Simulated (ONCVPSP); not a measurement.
# u(r) = r·R(r): atom against pseudo-atom (zirconium)

Columns: radius, all-electron u(r) and pseudo u(r) of the 4p shell (level -59.30 eV) of zirconium in the configuration [Ar] 3d10 4s2 4p6 4d1; LDA (Perdew-Wang 92), scalar-relativistic, ONCV scheme, ONCVPSP 4.0.1.

```
r (bohr)  all-electron  pseudo
   0.125        0.2232  0.0236
   0.250       -0.3676  0.0932
   0.375       -0.4850  0.2043
   0.500       -0.2014  0.3470
   0.625        0.1919  0.5058
   0.750        0.5365  0.6623
   0.875        0.7796  0.7987
   1.000        0.9194  0.8995
   1.125        0.9747  0.9538
   1.250        0.9681  0.9580
   1.375        0.9207  0.9183
   1.500        0.8491  0.8489
   1.625        0.7651  0.7651
   1.750        0.6775  0.6774
   1.875        0.5915  0.5914
   2.000        0.5106  0.5105
   2.125        0.4366  0.4365
   2.250        0.3704  0.3703
   2.375        0.3121  0.3120
   2.500        0.2614  0.2614
   2.625        0.2178  0.2178
   2.750        0.1807  0.1807
   2.875        0.1493  0.1493
   3.000        0.1229  0.1229
   3.125        0.1009  0.1008
   3.250        0.0825  0.0825
```

**Question.** How many radial nodes do the two functions have?

**Answer.** The all-electron 4p function has n − l − 1 = 2; the pseudo-wave has 0, since the states of the same l below it are removed with the core.

**Question.** At about which radius was the pseudo-wave matched?

**Answer.** 1.60 bohr, where the columns begin to agree (steps of 0.12 bohr).

**Question.** Is the pseudo-wave norm-conserving?

**Answer.** Yes: the ONCV scheme keeps the norm inside the radius equal to the all-electron one, which fixes the energy derivative of the logarithmic derivative at the level.
